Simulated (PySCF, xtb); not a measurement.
C2H6MoO2, SMILES [O]=[Mo](=[O])([CH3])[CH3], multiplicity 1.

Harmonic wavenumbers (cm⁻¹) from GFN2-xTB run with xtb at its own minimum, in rising order: 66, 92, 168, 177, 183, 193, 221, 424, 468, 529, 589, 619, 622, 890, 991, 1272, 1275, 1424, 1431, 1461, 1462, 2800, 2816, 2886, 2890, 2936, 2943.

### Question
What does PySCF 2.14.0 with PBE-D3(BJ)/def2-SVP give at its own minimum? (An estimate is asked for; the answer gives what the named calculation found.)

### Answer
91, 99, 150, 180, 203, 233, 329, 490, 546, 589, 600, 622, 631, 993, 1005, 1129, 1141, 1328, 1338, 1346, 1352, 2949, 2951, 3055, 3057, 3074, 3074. Paired by order, the mean absolute difference is 79 cm⁻¹ and the zero-point energies are 45.5 and 46.5 kcal/mol.
